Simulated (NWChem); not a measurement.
System meant: C$_{2}$H$_{4}$O$_{3}$Si; SMILES O=C1OC([SiH3])O1

The following NWChem deck was run.

```
start job
memory heap 200 mb stack 900 mb global 1100 mb
geometry units angstroms noautoz
  O      0.489769     2.522063     0.000000
  C      0.031207     1.438864     0.000000
  O     -0.320878     0.597640    -1.010624
  C     -0.703752    -0.341264     0.000000
  Si     0.343367    -1.948649     0.000000
  O     -0.320878     0.597640     1.010624
  H     -1.796594    -0.496770     0.000000
  H     -0.005130    -2.725288     1.222999
  H      1.777041    -1.549515     0.000000
  H     -0.005130    -2.725288    -1.222999
end
basis spherical
  * library def2-svp
end
dft
  odft
  mult 2
  xc pbe0
  iterations 150
  mulliken
end
task dft energy
```

End of the output:

```
                                 NWChem DFT Module
                                 -----------------

 Summary of "ao basis" -> "ao basis" (spherical)
 ------------------------------------------------------------------------------
       Tag                 Description            Shells   Functions and Types
 ---------------- ------------------------------  ------  ---------------------
 O                          def2-svp                 6       14   3s2p1d
 C                          def2-svp                 6       14   3s2p1d
 Si                         def2-svp                 8       18   4s3p1d
 H                          def2-svp                 3        5   2s1p

 Summary of "ao basis" -> "ao basis" (spherical)
 ------------------------------------------------------------------------------
       Tag                 Description            Shells   Functions and Types
 ---------------- ------------------------------  ------  ---------------------
 O                          def2-svp                 6       14   3s2p1d
 C                          def2-svp                 6       14   3s2p1d
 Si                         def2-svp                 8       18   4s3p1d
 H                          def2-svp                 3        5   2s1p

      Symmetry analysis of basis
      --------------------------

        a'         70
        a"         38

  number of electrons :                   54
  multiplicity        :                    2
 ------------------------------------------------------------------------
  no. of electrons and multiplicity not compatible                  54
 ------------------------------------------------------------------------
 ------------------------------------------------------------------------
  current input line :
    25: task dft energy
 ------------------------------------------------------------------------
 ------------------------------------------------------------------------
 There is an error in the input file
 ------------------------------------------------------------------------
 For more information see the NWChem manual at https://nwchemgit.github.io

0: no. of electrons and multiplicity not compatible:Received an Error in Communication
```

Can this run be used? If not, why, and what is the fix?

The program refused the input. Cause: the multiplicity doesn't fit the number of electrons (an even count wants an odd multiplicity, and the reverse). This input runs:
```
start job
memory heap 200 mb stack 900 mb global 1100 mb
geometry units angstroms noautoz
  O      0.489769     2.522063     0.000000
  C      0.031207     1.438864     0.000000
  O     -0.320878     0.597640    -1.010624
  C     -0.703752    -0.341264     0.000000
  Si     0.343367    -1.948649     0.000000
  O     -0.320878     0.597640     1.010624
  H     -1.796594    -0.496770     0.000000
  H     -0.005130    -2.725288     1.222999
  H      1.777041    -1.549515     0.000000
  H     -0.005130    -2.725288    -1.222999
end
basis spherical
  * library def2-svp
end
dft
  xc pbe0
  iterations 150
  mulliken
end
task dft energy
```
It converges to -592.99057 Ha (PBE0/def2-SVP).
